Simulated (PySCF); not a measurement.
Se(NH2)(OSiH3) (H5NOSeSi), SMILES N[Se]O[SiH3].

Geometry optimised at B3LYP-D3(BJ)/def2-SVP. This is a generated structure with no PubChem entry under its InChIKey; it may be hypothetical. Other conformers were not sampled.

Two levels are set side by side: TDA-PBE/def2-SVPD (PySCF) and TDA-CAM-B3LYP/def2-SVPD (PySCF). Vertical, same geometry. The lowest singlet is HOMO→LUMO 97 % with PBE and HOMO→LUMO 91 % with the other functional; states are paired by order. Differences are taken from unrounded values.

| quantity | TDA-CAM-B3LYP |
|---|---|
| lowest singlet excitation (eV) | 4.06 |
| lowest triplet excitation (TDA) (eV) | 3.21 |
| first bright state (f over 0.05) (eV) | 6.99 |
| its oscillator strength | 0.11 |

Problem. What does TDA-PBE give, and how far is it from TDA-CAM-B3LYP? (The exact figures need the calculation; the answer reports its results.)

Solution. 
| quantity | TDA-PBE | TDA-PBE minus TDA-CAM-B3LYP |
|---|---|---|
| lowest singlet excitation (eV) | 3.79 | -0.28 |
| lowest triplet excitation (TDA) (eV) | 3.04 | -0.17 |
| first bright state (f over 0.05) (eV) | 6.14 | -0.85 |
| its oscillator strength | 0.10 | -0.01 |

A lower first singlet is the usual sign of a functional without exact exchange. Differences between two approximate levels are no errors against the true value.

Rough cost on one machine, each run with all the roots and properties that it gave: TDA-CAM-B3LYP against TDA-PBE about 4 times.
